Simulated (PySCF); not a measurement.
CH2Cl, SMILES [CH2]Cl, multiplicity 2. Atoms are numbered in the order given.

```xyz
4

C      0.0000     0.0000     1.1120
Cl     0.0000     0.0000    -0.5825
H      0.0000     0.9539     1.6150
H      0.0000    -0.9539     1.6150
```
Charge 0, spin multiplicity 2.

Coordinates come from a r2SCAN-D4/def2-TZVP optimisation. The isomer is the one that the SMILES or the coordinates give; other isomers of the formula were not compared.

Two levels are set side by side: PBE/pcH-1 (PySCF) and PBE0/pcH-1 (PySCF). Contact hyperfine couplings, same geometry. Differences are taken from unrounded values.

| quantity | PBE0 |
|---|---|
| A(iso) of 13C, atom C1 (MHz) | 102.8 |
| A(iso) of 35Cl, atom Cl2 (MHz) | 5.4 |
| A(iso) of 1H, atom H3 (MHz) | -72.9 |
| A(iso) of 1H, atom H4 (MHz) | -72.9 |

Question: What does PBE give, and how far is it from PBE0? (The exact figures need the calculation; the answer reports its results.)

Answer: 
```tsv
quantity	PBE	PBE minus PBE0
A(iso) of 13C, atom C1 (MHz)	78.6	-24.2
A(iso) of 35Cl, atom Cl2 (MHz)	0.4	-5.0
A(iso) of 1H, atom H3 (MHz)	-61.3	11.6
A(iso) of 1H, atom H4 (MHz)	-61.3	11.6
```

Rough cost on one machine, each run with all the roots and properties that it gave: PBE0 against PBE within a factor of 2.
